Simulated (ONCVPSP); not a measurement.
Plane-wave convergence, ONCV potential for manganese (Mn)

- Element: manganese
- Generator: ONCVPSP 4.0.1
- Type: optimised norm-conserving Vanderbilt (ONCV)
- Functional: PBEsol
- Relativity: scalar-relativistic
- Frozen core: [Ne]
- Valence charge: 15
- Reference configuration: 3s2 3p6 3d5 4s1 4p1
- Partial waves: 3s+4s: rc 1.25 bohr, ncon 4, nbas 8, qcut 8.9 1/bohr, 3 projectors, debl 2.1 Ha; 3p+4p: rc 1.70 bohr, ncon 4, nbas 8, qcut 6.5 1/bohr, 3 projectors, debl 2.1 Ha; 3d: rc 1.55 bohr, ncon 4, nbas 9, qcut 11.8 1/bohr, 2 projectors, debl 3.7 Ha
- Local potential: polynomial inside 1.15 bohr (lpopt 2, dvloc0 3 Ha)
- Core correction: none

Question: For each optimised wave give the share of its norm inside rc, the residual kinetic energy above qcut (Ha) and the cutoffs (Ha) for errors of 10, 1, 0.1 and 0.01 mHa per electron.

Answer:

```csv
wave,norm inside rc,residual KE,10 mHa,1 mHa,0.1 mHa,0.01 mHa
3s,0.892,2.6e-05,23.0,30.5,36.0,70.8
4s,0.035,1.0e-05,11.3,26.0,33.5,39.8
s projector 3,0.060,4.8e-05,20.7,30.7,37.6,55.7
3p,0.966,4.2e-04,16.2,19.9,46.2,73.6
4p,0.031,8.0e-05,11.7,16.7,20.8,35.9
p projector 3,0.178,1.4e-03,17.4,21.7,33.9,63.8
3d,0.762,4.6e-08,38.6,46.8,53.7,59.1
d projector 2,0.181,7.1e-07,42.8,51.9,58.7,64.0
```

The occupied waves need 47 Ha and 54 Ha for 1 and 0.1 mHa.
